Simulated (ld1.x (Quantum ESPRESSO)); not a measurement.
# Before and after: PAW potential for scandium

scandium (Sc), PAW, made with ld1.x (Quantum ESPRESSO) 7.5 (LDA (PZ), scalar-relativistic). Core [Ne], reference 3s2 3p6 3d1 4s2 4p0. Waves: 3s (bound): rcut 1.55, rcutus 1.75 bohr; 4s (bound): rcut 1.55, rcutus 1.75 bohr; 3p (bound): rcut 1.70, rcutus 1.90 bohr; 4p (bound, empty): rcut 1.70, rcutus 1.90 bohr; 3d (bound): rcut 2.25, rcutus 3.10 bohr; 3d channel at 1.95 Ry: rcut 2.25, rcutus 3.10 bohr. Local part: all-electron potential smoothed inside 1.35 bohr (lloc = -2). Core correction: Bessel-smoothed model core, default radius (core density twice the valence density). Augmentation charge: PSQ, inside the norm-conserving radii.

All-electron outer shells of the reference configuration (LDA (PZ), scalar-relativistic, ld1.x):

| shell | level (eV) | outermost node (bohr) | outermost maximum (bohr) |
| --- | --- | --- | --- |
| 2s | -472.96 | 0.10 | 0.28 |
| 2p | -388.03 | – | 0.23 |
| 3s | -54.71 | 0.42 | 0.92 |
| 3p | -33.56 | 0.39 | 0.97 |
| 4s | -4.30 | 1.33 | 3.06 |
| 3d | -3.42 | – | 1.10 |
| 4p | -1.52 | 1.49 | 4.03 |

Change: core correction Bessel-smoothed model core inside 2.06 bohr.

Cutoffs: the cutoffs (Ry, on a coarse ladder) from which the occupation-weighted sum of valence levels, in a spherical-Bessel basis at the reference potential, stays within 10 and 1 mRy of its value at 400 Ry; they do not see the model core or the augmentation charge, which bear on the density cutoff. Errors are all-electron minus pseudo energies relative to the spin-unpolarised reference configuration.

**Question.** What does the change do?

**Answer.** The potential gets neither clearly harder nor softer (25 Ry and 40 Ry → 25 Ry and 40 Ry); of the 9 tests that both files solve, the error grows in 2 and shrinks in 1 by more than 15 % and 0.3 meV (median size 0.7 → 0.6 meV); neither file shows a bound ghost. The default core radius of the base comes out at 0.56 bohr. A wider model core is smoother and lowers the density cutoff, which this test does not measure.

```tsv
quantity	base	changed
cutoff, loose	25 Ry	25 Ry
cutoff, tight	40 Ry	40 Ry
bound ghosts	none	none
error for 3s2 3p6 3d1 4s1 4p0, meV [ΔE 7.07 eV]	-0.6	-0.6
error for 3s2 3p6 3d1 4s0 4p0, meV [ΔE 20.03 eV]	-2.4	-2.4
error for 3s2 3p6 3d0 4s0 4p0, meV [ΔE 45.12 eV]	-4.2	-4.9
error for 3s2 3p5 3d1 4s2 4p0, meV [ΔE 40.14 eV]	-6.7	-9.1
error for 3s2 3p6 3d2 4s0 4p0, meV [ΔE 7.72 eV]	-3.8	-3.8
error for 3s2 3p6 3d0 4s2 4p0, meV [ΔE 8.61 eV]	+0.7	+0.1
error for 3s2 3p6 3d1.5 4s1.5 4p0, meV [ΔE 0.65 eV]	-0.6	-0.6
error for 3s2 3p6 3d1 4s2 4p0 (spin-polarised), meV [ΔE -0.15 eV]	-0.2	-0.2
error for 3s2 3p6 3d1 4s1 4p0 (spin-polarised), meV [ΔE 6.52 eV]	-0.7	-0.6
s: phases at 3.36 bohr within 0.05 rad from the reference energy up to (Ry; the scan ends near 5)	to the end of the scan	to the end of the scan
p: phases at 3.36 bohr within 0.05 rad from the reference energy up to (Ry; the scan ends near 5)	2.9	2.9
d: phases at 3.36 bohr within 0.05 rad from the reference energy up to (Ry; the scan ends near 5)	4.0	4.0
lowest overlap eigenvalue by channel	s 0.09, p 0.18, d 0.84	s 0.09, p 0.18, d 0.84
```
